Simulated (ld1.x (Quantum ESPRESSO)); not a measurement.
**xenon (Xe), TM: configuration errors across variants**

```json
{"Element": "xenon", "Generator": "ld1.x (Quantum ESPRESSO) 7.5", "Type": "norm-conserving Troullier–Martins (Kleinman–Bylander form)", "Functional": "PBE", "Relativity": "fully relativistic", "Frozen core": "[Kr] 4d10", "Valence charge": "8", "Reference configuration": "5s2 5p6", "Partial waves": "5s (bound): rc 1.65 bohr; 5p (bound): rc 2.05 bohr; 5d channel at 0.15 Ry: rc 1.90 bohr", "Local potential": "all-electron potential smoothed inside 1.60 bohr (lloc = -1)", "Core correction": "a·sin(br)/r model core, default radius (core density twice the valence density)"}
```

Open shells are filled in proportion to 2j + 1 (rel_dist='average').

All-electron excitation energies from the reference (eV): (1) 5s2 5p5 12.570; (2) 5s2 5p4 34.355; (3) 5s2 5p3 66.118; (4) 5s2 5p5.5 5.188; (5) 5s1 5p6 24.657; (6) 5s2 5p2 108.478.

The default core radius of the base comes out at 1.31 bohr.

A true bound ghost makes a file unfit for plane-wave use even where its test errors are small: the radial tests pick states by their node count and pass the ghost by.

Errors AE − PS in meV (a dash: test not solved or not reliable):

```tsv
change	(1)	(2)	(3)	(4)	(5)	(6)	bound ghosts
base	+4.0	+15	+23	+0.9	+5.7	-5.1	s
core correction a·sin(br)/r model core inside 0.68 bohr	+4.0	+15	+23	+0.9	+5.9	-5.3	s
core correction a·sin(br)/r model core inside 0.98 bohr	+4.0	+15	+23	+0.9	+5.9	-5.3	s
core correction a·sin(br)/r model core inside 1.10 bohr	+4.0	+15	+23	+0.9	+5.9	-5.2	s
core correction a·sin(br)/r model core inside 1.34 bohr	+4.0	+15	+23	+0.9	+5.6	-5.7	s
core correction a·sin(br)/r model core inside 1.60 bohr	+3.3	+10	+6.7	+0.7	+4.4	-44	s
core correction a·sin(br)/r model core inside 1.74 bohr	+2.4	+5.2	-8.5	+0.6	+6.2	-76	s
core correction a·sin(br)/r model core inside 1.94 bohr	+1.5	+0.8	-19	+0.4	+10	-93	s
```

Question: Give the same row for: core correction none.

Answer: +2.4, +8.2, +10, +0.6, +16, -6.9; bound ghosts: s.
